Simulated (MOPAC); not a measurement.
Input file for MOPAC: AM1 on BrHSn (SMILES [Br][SnH]), a point of a bond scan (R = 2.410 Å).

```
AM1 1SCF PRECISE CHARGE=0 THREADS=1
BrHSn

Sn    -0.57960730 1    -0.48360224 1     0.71178077 1
H     -2.13883836 1    -1.25632617 1    -0.95483473 1
Br     0.87757024 1     0.72103150 1    -1.00189399 1
```

Program output:

```
*******************************************************************************
 **                                                                           **
 **                              MOPAC v23.2.5                                **
 **                                                                           **
 *******************************************************************************
 ** MOPAC's Digital Object Identifier: https://doi.org/10.5281/zenodo.6511958 **
 **                                                                           **
 ** Please cite the open-source release paper for use of this MOPAC version:  **
 ** J. E. Moussa and J. J. P. Stewart (2026)                                  **
 ** MOPAC: An open-source semiempirical molecular orbital program             **
 ** J. Open Source Softw., 11(119), 8025, https://doi.org/10.21105/joss.08025 **
 *******************************************************************************

                              AM1 CALCULATION RESULTS

 *******************************************************************************
 *  AM1        - The AM1 Hamiltonian to be used
 *
 *
 *
 *                 CHARGE ON SYSTEM = 0
 *
 *
 *
 *  PRECISE    - TIGHTER CRITERIA TO BE USED
 *  1SCF       - DO 1 SCF AND THEN STOP
 *  THREADS=1  - MULTI-THREADING NOT USED
 *  T=         - A TIME OF 172800.0 SECONDS REQUESTED
 *  DUMP=N     - RESTART FILE WRITTEN EVERY 7200.0 SECONDS REQUESTED
 *******************************************************************************
AM1 1SCF PRECISE CHARGE=0 THREADS=1
 BrHSn

   ATOM   CHEMICAL          X               Y               Z
  NUMBER   SYMBOL      (ANGSTROMS)     (ANGSTROMS)     (ANGSTROMS)

     1      Sn         -0.57960730  *  -0.48360224  *   0.71178077  *
     2       H         -2.13883836  *  -1.25632617  *  -0.95483473  *
     3      Br          0.87757024  *   0.72103150  *  -1.00189399  *



          CARTESIAN COORDINATES

    NO.       ATOM           X           Y           Z

     1        Sn         -0.5796     -0.4836      0.7118
     2         H         -2.1388     -1.2563     -0.9548
     3        Br          0.8776      0.7210     -1.0019

  H: (AM1): M.J.S. DEWAR ET AL, J. AM. CHEM. SOC. 107 3902-3909 (1985)
 Br: (AM1): M.J.S. DEWAR AND E. G. ZOEBISCH, THEOCHEM, 180, 1 (1988).
 Sn: (AM1): J. J. P. STEWART, J. MOL. MOD., 10, 155-164 (2004)

           Empirical Formula: H Sn Br  =     3 atoms



      MOLECULAR POINT GROUP   :   Cs


      RHF CALCULATION, NO. OF DOUBLY OCCUPIED LEVELS = 6


 -------------------------------------------------------------------------------
 AM1 1SCF PRECISE CHARGE=0 THREADS=1
 BrHSn



     1SCF WAS SPECIFIED, SO BFGS WAS NOT USED
     SCF FIELD WAS ACHIEVED


                              AM1 CALCULATION
                                                       MOPAC v23.2.5 Linux




          FINAL HEAT OF FORMATION =         32.92349 KCAL/MOL =     137.75188 KJ/MOL


          COSMO AREA              =        112.23 SQUARE ANGSTROMS
          COSMO VOLUME            =        101.95 CUBIC ANGSTROMS

          IONIZATION POTENTIAL    =          8.103920 EV
          HOMO LUMO ENERGIES (EV) =         -8.104 -2.559
          NO. OF FILLED LEVELS    =          6
          MOLECULAR WEIGHT        =        199.6019         POINT GROUP:  Cs

          MOLECULAR DIMENSIONS (Angstroms)

            Atom       Atom       Distance
           Br     3    H     2     3.60706
            H     2   Sn     1     1.70184
           Sn     1   Br     3     0.00000


          SCF CALCULATIONS        =          1





   ATOM   CHEMICAL          X               Y               Z
  NUMBER   SYMBOL      (ANGSTROMS)     (ANGSTROMS)     (ANGSTROMS)

     1      Sn         -0.57960730  *  -0.48360224  *   0.71178077  *
     2       H         -2.13883836  *  -1.25632617  *  -0.95483473  *
     3      Br          0.87757024  *   0.72103150  *  -1.00189399  *

                             CARTESIAN COORDINATES

   1   Sn       -0.579607300    -0.483602240     0.711780770
   2    H       -2.138838360    -1.256326170    -0.954834730
   3   Br        0.877570240     0.721031500    -1.001893990


           Empirical Formula: H Sn Br  =     3 atoms



      MOLECULAR POINT GROUP   :   Cs


                  EIGENVALUES
 -30.54670 -16.50839 -11.27606 -11.00519 -10.81804  -8.10392  -2.55877  -1.12174
   0.65922


              NET ATOMIC CHARGES AND DIPOLE CONTRIBUTIONS

  ATOM NO.   TYPE          CHARGE      No. of ELECS.   s-Pop       p-Pop
    1         Sn           0.519137        3.4809     1.96822     1.51264
    2          H          -0.224893        1.2249     1.22489
    3         Br          -0.294244        7.2942     1.95288     5.34137
 DIPOLE           X         Y         Z       TOTAL
 POINT-CHG.    -0.375    -0.868     4.222     4.327
 HYBRID        -0.510    -0.093    -1.629     1.710
 SUM           -0.885    -0.960     2.593     2.903


          ATOMIC ORBITAL ELECTRON POPULATIONS

     Atom    s        px        py        pz
    1 Sn   1.96822   0.51357   0.29665   0.70242
    2  H   1.22489
    3 Br   1.95288   1.78273   1.77580   1.78283

 **********************
 *                    *
 * JOB ENDED NORMALLY *
 *                    *
 **********************




 == MOPAC DONE ==
```

The run finished.

Cost: around 0.03 core-seconds (rough).
